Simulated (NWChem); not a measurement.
# Atomisation of HOSi

SMILES: O=[SiH]
```xyz
3

O      0.4952     0.9285     0.0000
Si    -0.3176    -0.4064     0.0000
H      0.4846    -1.7383     0.0000
```
Charge 0, spin multiplicity 2.

All runs are NWChem calculations. All single points use one geometry, from UPBE/def2-SVP, a minimum by its harmonic frequencies.

Basis set: def2-TZVP. The atomisation energy is electronic alone: no zero-point, thermal, spin-orbit or counterpoise terms. No value is extrapolated to the basis-set limit. Free atoms are single determinants with multiplicities O 3, Si 3, H 2.

The structure started from a generated list of species. The unpaired electrons of the parent sit in orbitals of symmetry a' (Cs labels of the run); other states weren't searched. The stability of the SCF solutions was not checked.

Order these methods by the atomisation energy they give, lowest first: PBE, BLYP, BHandHLYP, PBE0.

BHandHLYP (196.6 kcal/mol), PBE0 (209.0 kcal/mol), BLYP (222.0 kcal/mol), PBE (223.4 kcal/mol)
